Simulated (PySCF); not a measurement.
C4H4, SMILES C1=CC=C1.

Geometry optimised at PBE0-D3(BJ)/def2-SVP.

Computed with PBE/def2-TZVPD (PySCF).

Symmetry labels are those of the subgroup D2h that the program uses (full group D2h).

Computed valence orbital energies around the gap with their symmetry:
```json
[
 {"orbital": "HOMO−7", "symmetry": "B2u", "energy (eV)": "-14.91"},
 {"orbital": "HOMO−6", "symmetry": "Ag", "energy (eV)": "-12.66"},
 {"orbital": "HOMO−5", "symmetry": "B3g", "energy (eV)": "-12.43"},
 {"orbital": "HOMO−4", "symmetry": "Ag", "energy (eV)": "-9.50"},
 {"orbital": "HOMO−3", "symmetry": "B1u", "energy (eV)": "-9.44"},
 {"orbital": "HOMO−2", "symmetry": "B3u", "energy (eV)": "-8.84"},
 {"orbital": "HOMO−1", "symmetry": "B2u", "energy (eV)": "-7.65"},
 {"orbital": "HOMO", "symmetry": "B2g", "energy (eV)": "-4.58"},
 {"orbital": "LUMO", "symmetry": "B1g", "energy (eV)": "-2.73"},
 {"orbital": "LUMO+1", "symmetry": "Ag", "energy (eV)": "0.19"},
 {"orbital": "LUMO+2", "symmetry": "B1u", "energy (eV)": "0.42"},
 {"orbital": "LUMO+3", "symmetry": "B2u", "energy (eV)": "0.65"}
]
```
